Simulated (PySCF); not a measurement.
LiHg⁻: one state, many levels of theory

State: ¹Σ⁺ (singlet), closed shell. Set-up: PySCF, scalar-relativistic core potentials, basis sets Li def2-SVPD, Hg def2-SVPD with ECP60. De refers to Li⁻ + Hg in their ground configurations, without counterpoise correction. A positive dipole points towards Hg; it is taken about the centre of mass and depends on that origin. Levels whose curve was spin-contaminated or gave no clean fit are not listed.

```
      Level  Re (Å)  ωe (cm⁻¹)  De (eV)  μ (D)
    RHF-MP2   4.136       52.3      n/a    n/a
RHF-CCSD(T)   4.449       38.9    0.054    n/a
        PBE   3.728       72.5    0.192  15.31
     r²SCAN   3.719       68.8      n/a  15.32
    r²SCANh   3.761       67.5      n/a  15.46
       PBE0   3.916       64.8    0.145  16.20
        M06   3.588        105    0.212  14.66
  CAM-B3LYP   4.016       56.1    0.097  16.48
     B2PLYP   3.954       58.8      n/a  16.46
```

Question: Which functional lies closest to RHF-CCSD(T) in De, which farthest, and by how much do they differ from it?

Answer: Closest is CAM-B3LYP (-43.3 pm in Re, +44.2 % in ωe, +0.04 eV in De against RHF-CCSD(T) in the same basis), farthest M06 (-86.1 pm in Re, +169.9 % in ωe, +0.16 eV in De). CCSD(T) converges more slowly with the basis than the functionals do and binds too weakly in this one, so the order can change at the basis-set limit.

Question: What does the step from GGA to meta-GGA do here, going from PBE to r²SCAN?

Answer: r²SCAN less PBE: -0.9 pm in Re, -5.1 % in ωe. 

Correlated steps freeze no core orbitals. Closed-shell solutions of metal pairs were not tested for spin polarisation, which can lower them a little. The bond is weak. Basis-set superposition, not corrected here, can be much of De in a small basis, most of all at correlated wavefunction levels. Spin–orbit coupling is left out. For an ion De counts to the pair picked by the measured ionisation energies or electron affinities, which need not be the lowest pair at this level. The highest Kohn–Sham level is positive in this anion. Much of that is self-interaction error, but it also means that the finite basis helps to hold the extra electron. B2PLYP dipoles, levels and charges come from its SCF part alone.

The whole job (state search and all levels along the bond) took about 3.1 min on 1 thread of Arm Neoverse N1 (shared host), peak memory 0.63 GiB.
